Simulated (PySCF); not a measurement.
# How methods differ on the excitation energy of Re⁺

Re⁺ [Xe] 4f14 5d5 6s1 (7S) → Re⁺ [Xe] 4f14 5d4 6s1 6p1 (high-spin determinant), as a difference of total energies. All numbers are calculated (PySCF 2.14, scalar relativity through the core potential, in aug-cc-pwCVDZ-PP with ECP60MDF (6s6p5d3f, 70 functions)). Correlated levels: valence: 5s2 5p6 frozen; valence and next inner shell: nothing frozen outside the core potential. The calculations carry no spin-orbit coupling.

```json
{"method": "UHF", "excitation energy (eV)": "6.734"}
{"method": "LDA", "excitation energy (eV)": "7.392"}
{"method": "PBE", "excitation energy (eV)": "7.371"}
{"method": "PBE0", "excitation energy (eV)": "7.318"}
{"method": "r2SCAN", "excitation energy (eV)": "7.441"}
{"method": "MN15", "excitation energy (eV)": "7.168"}
{"method": "r2SCANh", "excitation energy (eV)": "7.418"}
{"method": "LC-wPBE", "excitation energy (eV)": "6.998"}
{"method": "M06-L", "excitation energy (eV)": "7.679"}
{"method": "MP2 (valence)", "excitation energy (eV)": "7.129"}
{"method": "SCS-MP2 (valence)", "excitation energy (eV)": "6.866"}
{"method": "MP2 (valence and next inner shell)", "excitation energy (eV)": "7.183"}
{"method": "SCS-MP2 (valence and next inner shell)", "excitation energy (eV)": "6.982"}
```

**Question.** How much does correlation contribute at MP2 (valence and next inner shell)?

**Answer.** 7.183 − (6.734) = 0.449 eV, measured against UHF.

The determinant of the upper state mixes LS terms, which raises its energy above the lowest term, most at the Hartree-Fock and MP2 levels.
